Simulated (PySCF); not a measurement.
In(H)2(NCO) (CH2InNO), SMILES C(=O)=[N][InH2]. Atoms are numbered in the order given.

```xyz
6

In    -0.0025     0.9471     0.0000
H      1.5786     1.6114     0.0000
H     -1.6037     1.5622     0.0000
N      0.0324    -1.1115     0.0000
C      0.0062    -2.3123     0.0000
O     -0.0148    -3.4908     0.0000
```

The structure is a stationary point at B3LYP-D3(BJ)/def2-SVP. The def2 effective core potentials stand for the cores of In; spin–orbit coupling is left out.

Level of theory: TDDFT-PBE0/def2-SVPD run with PySCF.

Vertical excitations. Isolated molecule, no solvent. State labels are in the subgroup Cs.

Computed excitation energies, oscillator strengths and character:
| state | symmetry | energy (eV) | λ (nm) | f | main pairs |
|---|---|---|---|---|---|
| S1 | A" | 4.40 | 282 | 0.000 | HOMO→LUMO 99 % |
| S2 | A' | 5.07 | 244 | 0.114 | HOMO−1→LUMO 98 % |
| S3 | A" | 5.82 | 213 | 0.000 | HOMO−2→LUMO 99 % |
| S4 | A' | 6.16 | 201 | 0.029 | HOMO→LUMO+1 91 % |
| S5 | A" | 6.32 | 196 | 0.007 | HOMO−1→LUMO+1 94 % |
| S6 | A' | 6.74 | 184 | 0.005 | HOMO→LUMO+2 89 % |
| S7 | A" | 7.04 | 176 | 0.007 | HOMO−1→LUMO+2 89 % |
| S8 | A' | 7.25 | 171 | 0.004 | HOMO→LUMO+3 92 % |
| S9 | A" | 7.42 | 167 | 0.111 | HOMO−3→LUMO 97 % |
| S10 | A" | 7.57 | 164 | 0.013 | HOMO−1→LUMO+3 92 % |
| T1 | A" | 4.29 | 289 | 0 | HOMO→LUMO 96 % |
| T2 | A' | 4.53 | 274 | 0 | HOMO−1→LUMO 98 % |
| T3 | A" | 5.41 | 229 | 0 | HOMO−2→LUMO 96 % |
| T4 | A' | 5.50 | 225 | 0 | HOMO→LUMO+1 76 %, HOMO−2→LUMO+1 19 % |
Triplets are in the Tamm–Dancoff approximation, which puts them higher than full response would, so one can lie above its singlet here.
